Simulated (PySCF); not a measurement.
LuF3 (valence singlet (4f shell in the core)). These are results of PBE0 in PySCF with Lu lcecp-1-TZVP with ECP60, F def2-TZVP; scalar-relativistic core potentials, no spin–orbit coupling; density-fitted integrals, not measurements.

Harmonic bands of its minimum:

```
ω (cm⁻¹)  IR (km/mol, summed over degenerate members)  degeneracy
      48                                         82.3           1
     147                                         36.5           2
     568                                          359           2
     585                                          0.0           1
```

Problem. The central atom is Lu. Infer the point group and assign the bands.

Solution. D3h. The modes span a2'' + 2e' + a1': 48 a2'', 147 e', 568 e', 585 a1'. The computed geometry has Lu–F 1.971 Å (×3); F–Lu–F 120.0° (×3).

Other isomers or separated fragments may lie lower. The 4f shell sits in the core potential, so its spin is not counted.
